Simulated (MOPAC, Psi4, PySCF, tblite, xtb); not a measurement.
Dimer H4OSi ··· O2S (SMILES O[SiH3] and O=S=O) at R = 3.21 Å between the centres of mass, closest contact 2.25 Å (a higher rigid-body minimum at GFN2-xTB). Geometry in Å and degrees:

```
O
H 1 0.9598
Si 1 1.6525 2 118.65
H 3 1.4758 1 105.85 2 179.84
H 3 1.4841 4 109.86 1 -120.65
H 3 1.4842 4 109.86 5 -118.69
O 2 2.2504 1 107.33 3 -139.28
S 7 1.4386 2 79.99 1 5.34
O 8 1.4386 7 118.87 2 96.27
```

- GFN2-xTB (tblite)
- SAPT0/jun-cc-pVDZ, frozen core (Psi4)
- PBE/def2-TZVP, counterpoise-corrected (Psi4)
- PBE-D3(BJ)/def2-TZVP, counterpoise-corrected (Psi4)
- HF/aug-cc-pVDZ, counterpoise-corrected (Psi4)
- MP2/aug-cc-pVDZ = DF-MP2/aug-cc-pVDZ, frozen core, counterpoise-corrected run with Psi4 1.11
- SCS-MP2/aug-cc-pVDZ = DF-SCS-MP2/aug-cc-pVDZ, frozen core, counterpoise-corrected (Psi4)
- PM6, restricted, heats of formation (MOPAC)
- PM3, restricted, heats of formation (MOPAC)
- GFN1-xTB (xtb)
- RKS-B3LYP/6-31G* = restricted B3LYP/6-31G*, spherical d, no counterpoise correction run with PySCF
- RKS-B3LYP/6-311+G** = PySCF with restricted B3LYP/6-311+G**, spherical d, no counterpoise correction
- RKS-B3LYP/LANL2DZ = restricted B3LYP/LANL2DZ, with its core potentials past Ne, no counterpoise correction (PySCF 2.14.0)
- RHF/STO-3G = restricted Hartree-Fock/STO-3G, no counterpoise correction (PySCF)

**Question.** What interaction energy does each level give?

**Answer.** 
| method | E_int / kJ/mol |
|---|---|
| GFN2-xTB | -47.65 |
| GFN1-xTB | -34.92 |
| PM6 | -26.05 |
| RKS-B3LYP/LANL2DZ | -15.69 |
| SAPT0/jun-cc-pVDZ | -11.41 |
| RKS-B3LYP/6-31G* | -4.05 |
| PBE-D3(BJ)/def2-TZVP | -3.78 |
| RHF/STO-3G | 1.47 |
| RKS-B3LYP/6-311+G** | 2.52 |
| PBE/def2-TZVP | 3.99 |
| PM3 | 12.61 |
| MP2/aug-cc-pVDZ | 14.34 |
| HF/aug-cc-pVDZ | 15.39 |
| SCS-MP2/aug-cc-pVDZ | 19.52 |
